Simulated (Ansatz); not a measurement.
Start from `[CH3][GeH2][Cl]` and change one atom or group to get `[Cl][GeH2][GeH3]`.

Ansatz, PBE0-D4/def2-TZVP geometries, multiplicity 1. 

Scalar relativity is left out up to krypton.

```
                                                                                  property  `[CH3][GeH2][Cl]`
ideal-gas entropy at 298 K and 1 bar (rigid rotor, harmonic PBE0-D4/def2-TZVP) / J/(mol·K)                313
                                                     HOMO–LUMO gap (B3LYP/def2-TZVPP) / eV               8.11
                                                         LUMO energy (PBE/def2-TZVPP) / eV              -0.79
                                                         HOMO energy (PBE/def2-TZVPP) / eV              -7.14
                                                        LUMO energy (PBE0/def2-TZVPP) / eV               0.15
                                        size of the dipole moment (ωB97M-V/def2-TZVPP) / D               2.44
```

Problem. What does the change do to each property? (An estimate is asked.)

Solution. The calculation gave: 
| property | `[Cl][GeH2][GeH3]` | shift |
| --- | --- | --- |
| ideal-gas entropy at 298 K and 1 bar (rigid rotor, harmonic PBE0-D4/def2-TZVP) / J/(mol·K) | 350 | 37 |
| HOMO–LUMO gap (B3LYP/def2-TZVPP) / eV | 7.07 | -1.04 |
| LUMO energy (PBE/def2-TZVPP) / eV | -1.44 | -0.65 |
| HOMO energy (PBE/def2-TZVPP) / eV | -6.91 | 0.23 |
| LUMO energy (PBE0/def2-TZVPP) / eV | -0.57 | -0.72 |
| size of the dipole moment (ωB97M-V/def2-TZVPP) / D | 2.12 | -0.32 |

With PBE0 the HOMO rises by 0.41 eV and the LUMO falls by 0.72 eV, so the gap narrows by about 1.13 eV. PBE moves the HOMO by 0.23 eV and ωB97M-V by 0.59 eV. Dipoles are sizes alone; their direction can turn.

B3LYP here is the variant with VWN-RPA as its local correlation; programs differ in this.
